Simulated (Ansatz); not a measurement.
Ansatz results at the PBE0-D4/def2-TZVP geometry: size of the dipole moment (B3LYP/def2-TZVPP) 3.37 D; HOMO–LUMO gap (PBE/def2-TZVPP) 4.72 eV; LUMO energy (PBE/def2-TZVPP) -0.65 eV.

Each molecule was computed in one conformer, which needn't be the lowest.

Problem. Which molecule gave them?
A. `N/C(F)=C/[SiH3]`
B. `ClCCI`
C. `N[CH2][GeH]([F])[SH]`
D. `CB1NCS1`

Solution. A. The others give `ClCCI`: 0.24, 4.40, -2.03; `N[CH2][GeH]([F])[SH]`: 3.44, 5.08, -0.68; `CB1NCS1`: 2.43, 5.03, -0.49.

B3LYP here is the variant with VWN-RPA as its local correlation; programs differ in this.
